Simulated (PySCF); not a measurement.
## Working out the excitation energy of C²⁺

C²⁺ [He] 2s2 (1S) → C²⁺ [He] 2s1 2p1 (3P). Computed with PySCF 2.14 in dyall-av2z, with no relativity, point nucleus. Frozen: 1s2; the 8 highest virtual orbitals dropped. Energies in hartree (1 hartree = 27.21139 eV):

| part | C²⁺ (lower) | C²⁺ (upper) |
| --- | --- | --- |
| UHF | -36.407483 | -36.236402 |
| CCSD correlation | -0.074255 | -0.004399 |
| (T) | 0.000000 | 0.000000 |

**Question.** What does Hartree-Fock give?

**Answer.** (-36.236402) − (-36.407483) = 0.171081 hartree = 4.655 eV.

**Question.** What do CCSD and CCSD(T) give?

**Answer.** The CCSD correlation energies differ by 0.069856 hartree = 1.901 eV and the triples by 0.000000 hartree = 0.000 eV, so CCSD gives 6.556 eV and CCSD(T) 6.556 eV.

A double-zeta basis recovers only part of the correlation energy.

The coupled-cluster amplitudes are large, so a single reference is strained.
